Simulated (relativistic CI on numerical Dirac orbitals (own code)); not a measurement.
## Electric-dipole lines of Tb⁴¹⁺

Computed by Dirac-Coulomb-Breit CI, separate exchange-only KLI orbitals for each configuration, model QED (radiative potential, 1s self-energy scaled to tabulated hydrogen-like ionisation energies), unscaled Slater integrals (own radial code, finite nucleus).

Configurations in the expansion (outside the closed core [Ne]): 3s2 3p6 3d6, 3s2 3p5 3d7, 3s2 3p4 3d8, 3s 3p6 3d7, 3p6 3d8, 3s 3p5 3d8, 3s2 3p6 3d5 4s, 3s2 3p6 3d5 4p, 3s2 3p4 3d7 4s, 3s2 3p6 3d5 4d, 3s2 3p5 3d6 4s, 3s2 3p6 3d5 4f, 3s2 3p6 3d4 4s2, 3s 3p6 3d6 4s, 3p6 3d7 4s, 3p6 3d7 4p. Levels of other configurations are missing.

```
λ vac (Å)                   Lower                    Upper   A (s⁻¹)  E lower (10³ cm⁻¹)  E upper (10³ cm⁻¹)
   25.686   3s2 3p6 3d6 1I_6 [21]  3s2 3p5 3d7 3G°_5 [130]  2.41e+12               649.6              4542.8
   26.153    3s2 3p6 3d6 3G_5 [7]  3s2 3p5 3d7 3G°_5 [108]  8.11e+11               326.8              4150.4
   26.161    3s2 3p6 3d6 3H_6 [8]  3s2 3p5 3d7 3G°_5 [108]  2.63e+12               328.0              4150.4
   26.176   3s2 3p6 3d6 1G_4 [30]  3s2 3p5 3d7 3F°_3 [140]  2.31e+12               977.0              4797.3
   26.268    3s2 3p6 3d6 5D_3 [4]  3s2 3p5 3d7 3F°_4 [107]  6.61e+11               249.9              4056.8
   26.298   3s2 3p6 3d6 1G_4 [30]  3s2 3p5 3d7 1G°_4 [138]  1.96e+12               977.0              4779.5
   26.334   3s2 3p6 3d6 1G_4 [13]  3s2 3p5 3d7 3D°_3 [114]  1.98e+12               464.4              4261.7
   26.415    3s2 3p6 3d6 5D_4 [5]  3s2 3p5 3d7 3F°_4 [107]  9.06e+11               271.1              4056.8
   26.810    3s2 3p6 3d6 3G_5 [7]  3s2 3p5 3d7 3F°_4 [107]  1.12e+12               326.8              4056.8
   26.840   3s2 3p6 3d6 3F_3 [15]  3s2 3p5 3d7 3D°_2 [111]  1.65e+12               491.3              4217.1
   27.057   3s2 3p6 3d6 1I_6 [21]  3s2 3p5 3d7 1I°_6 [120]  1.09e+12               649.6              4345.5
   33.006  3s2 3p5 3d7 3H°_6 [45]    3s 3p6 3d7 3G_5 [185]  1.32e+12              2784.5              5814.3
   33.142  3s2 3p5 3d7 5G°_6 [35]    3s 3p6 3d7 5F_5 [156]  1.33e+12              2427.4              5444.8
   34.960    3s2 3p6 3d6 5D_4 [5]   3s2 3p5 3d7 3F°_3 [71]  1.06e+12               271.1              3131.6
   35.290    3s2 3p6 3d6 3P_2 [2]   3s2 3p5 3d7 3P°_1 [53]  7.50e+11                49.9              2883.6
   35.378    3s2 3p6 3d6 3G_5 [7]   3s2 3p5 3d7 3F°_4 [75]  1.17e+12               326.8              3153.4
   35.603   3s2 3p6 3d6 3H_4 [18]   3s2 3p5 3d7 3G°_3 [95]  7.70e+11               593.3              3402.0
   35.616    3s2 3p6 3d6 5D_4 [1]   3s2 3p5 3d7 5P°_3 [46]  1.19e+12                 0.0              2807.7
   35.797    3s2 3p6 3d6 5D_3 [4]   3s2 3p5 3d7 3D°_2 [66]  4.96e+11               249.9              3043.5
   35.834    3s2 3p6 3d6 3H_6 [8]   3s2 3p5 3d7 3G°_5 [69]  8.62e+11               328.0              3118.6
   36.289   3s2 3p6 3d6 1I_6 [21]   3s2 3p5 3d7 1H°_5 [96]  8.90e+11               649.6              3405.3
   36.589   3s2 3p6 3d6 3H_5 [20]   3s2 3p5 3d7 3G°_4 [92]  6.34e+11               622.5              3355.5
   36.628    3s2 3p6 3d6 5D_4 [1]   3s2 3p5 3d7 3F°_4 [43]  8.91e+11                 0.0              2730.2
   36.667   3s2 3p6 3d6 1G_4 [13]   3s2 3p5 3d7 1G°_4 [78]  5.97e+11               464.4              3191.6
   37.117    3s2 3p6 3d6 5D_3 [4]   3s2 3p5 3d7 5D°_3 [59]  5.77e+11               249.9              2944.1
   37.315    3s2 3p6 3d6 3P_2 [2]   3s2 3p5 3d7 3D°_3 [42]  3.24e+11                49.9              2729.8
   37.383    3s2 3p6 3d6 3H_6 [8]   3s2 3p5 3d7 3H°_6 [63]  7.20e+11               328.0              3003.0
   37.610    3s2 3p6 3d6 5D_4 [5]   3s2 3p5 3d7 3F°_4 [57]  5.06e+11               271.1              2930.0
   37.838    3s2 3p6 3d6 3P_2 [2]   3s2 3p5 3d7 3P°_2 [41]  6.24e+11                49.9              2692.7
   39.815    3s2 3p6 3d6 5D_4 [1]   3s2 3p5 3d7 3G°_5 [38]  2.03e+11                 0.0              2511.6
```

Terms are leading LS components. Brackets give the number of a level in order of energy, since labels repeat. The list gives strong lines, with weight on those to low levels, without lines whose two gauges differ by over a factor of 2.5, among the lowest 200 of 2618 levels, so that lines to higher ones, which can be the strongest, are missing. Levels whose partners in the same complex of configurations lie outside the list can be far off, and so can their lines. Rates are taken at the computed energies, electric ones in the length gauge.

At this charge energies of transitions that change n are usually good to better than 1 %, and those within a shell (Δn = 0) to a few per cent.

LS names give the leading component of a level, which can be under half, so a name can repeat, a term be missing and a line seem to break the LS rules.
